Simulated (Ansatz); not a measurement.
Total energies of `C[SiH2][SiH2]CF`.

Cartesian coordinates in Å:
```
C 1.517 0.868 1.094
Si 0.507 1.318 -0.422
Si -0.632 -0.560 -1.235
C -1.362 -1.527 0.234
F -2.026 -0.660 1.099
H 2.054 1.740 1.475
H 2.250 0.092 0.863
H 0.863 0.498 1.887
H -0.485 2.377 -0.086
H 1.388 1.853 -1.499
H -1.719 -0.181 -2.180
H 0.288 -1.499 -1.941
H -2.074 -2.293 -0.089
H -0.568 -2.026 0.800
```

Charge 0, multiplicity 1. The structure was optimised at the PBE0-D4/def2-TZVP level. It is one conformer, not always the lowest. Basis def2-TZVPP, Ansatz.

RPA on PBE orbitals: Hartree–Fock energy of these orbitals -758.30293 Eh, correlation -1.47653 Eh (frozen core).

```json
{"functional": "LDA (SPW92)", "kind": "LDA", "energy without D4 (Eh)": "-756.79054", "D4 term (kJ/mol)": "–"}
{"functional": "PBE", "kind": "GGA", "energy without D4 (Eh)": "-760.02494", "D4 term (kJ/mol)": "-28.9"}
{"functional": "revPBE", "kind": "GGA", "energy without D4 (Eh)": "-760.36121", "D4 term (kJ/mol)": "-82.2"}
{"functional": "BLYP", "kind": "GGA", "energy without D4 (Eh)": "-760.47100", "D4 term (kJ/mol)": "-62.0"}
{"functional": "r2SCAN", "kind": "meta-GGA", "energy without D4 (Eh)": "-760.39572", "D4 term (kJ/mol)": "-7.5"}
{"functional": "B97M-V", "kind": "meta-GGA with VV10", "energy without D4 (Eh)": "-760.36112", "D4 term (kJ/mol)": "–"}
{"functional": "PBE0", "kind": "global hybrid, 25 % exact exchange", "energy without D4 (Eh)": "-760.10121", "D4 term (kJ/mol)": "-24.8"}
{"functional": "B3LYP", "kind": "global hybrid, 20 %", "energy without D4 (Eh)": "-760.59578", "D4 term (kJ/mol)": "-46.3"}
{"functional": "r2SCANh", "kind": "meta-GGA hybrid, 10 %", "energy without D4 (Eh)": "-760.38465", "D4 term (kJ/mol)": "-8.0"}
{"functional": "r2SCAN0", "kind": "meta-GGA hybrid, 25 %", "energy without D4 (Eh)": "-760.36931", "D4 term (kJ/mol)": "-8.8"}
{"functional": "HSE06 (plane-wave form)", "kind": "screened hybrid", "energy without D4 (Eh)": "-760.07835", "D4 term (kJ/mol)": "-23.2"}
{"functional": "BHLYP", "kind": "global hybrid, 50 %", "energy without D4 (Eh)": "-760.45382", "D4 term (kJ/mol)": "-36.6"}
{"functional": "CAM-B3LYP", "kind": "range-separated hybrid", "energy without D4 (Eh)": "-760.48312", "D4 term (kJ/mol)": "-25.4"}
{"functional": "LC-ωPBE", "kind": "long-range corrected hybrid", "energy without D4 (Eh)": "-760.26309", "D4 term (kJ/mol)": "–"}
{"functional": "ωB97X-V", "kind": "range-separated hybrid GGA with VV10", "energy without D4 (Eh)": "-760.39811", "D4 term (kJ/mol)": "–"}
{"functional": "ωB97M-V", "kind": "range-separated hybrid meta-GGA with VV10", "energy without D4 (Eh)": "-760.41358", "D4 term (kJ/mol)": "–"}
{"functional": "B2PLYP", "kind": "double hybrid", "energy without D4 (Eh)": "-760.16439", "D4 term (kJ/mol)": "–"}
{"functional": "PBE-QIDH", "kind": "double hybrid", "energy without D4 (Eh)": "-759.90755", "D4 term (kJ/mol)": "–"}
```

B3LYP takes the VWN-RPA correlation (the form of Gaussian; ORCA's B3LYP/G). HSE06 is the plane-wave form, built on full-range PBE exchange. The double hybrids freeze the cores in their second-order part.

LC-ωPBE has ω = 0.4 bohr⁻¹.
